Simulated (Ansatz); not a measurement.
```xyz
13

N     2.144    0.291   -1.078
Si    1.780    0.683    0.544
S    -0.272    1.215    0.958
Si   -1.193   -0.430    0.001
N    -2.778   -0.520    0.589
F    -1.130   -0.232   -1.590
H     1.900    0.929   -1.819
H     2.032   -0.663   -1.384
H     2.154   -0.501    1.352
H     2.511    1.897    0.974
H    -0.477   -1.706    0.221
H    -3.404   -1.261    0.322
H    -3.267    0.298    0.911
```

Total charge 0; spin multiplicity 1.

Question: List the r2SCAN/def2-TZVPP orbital energies in eV (the Gaussian-basis code of Ansatz). (An estimate is asked.)

Answer: Ansatz gave: Occupied: -2408.65, -1792.36, -1791.69, -665.82, -385.11, -385.05, -213.14, -157.18, -157.13, -157.05, -142.59, -142.03, -97.49, -97.47, -97.42, -96.93, -96.88, -96.86, -30.94, -22.58, -22.48, -18.63, -14.05, -13.48, -12.92, -12.75, -11.76, -11.06, -10.79, -10.25, -9.58, -8.91, -8.74, -8.01, -7.12, -6.77, -6.33. Lowest empty: -0.16, 0.15, 0.58, 0.66, 1.03, 1.45, 1.94, 2.24.
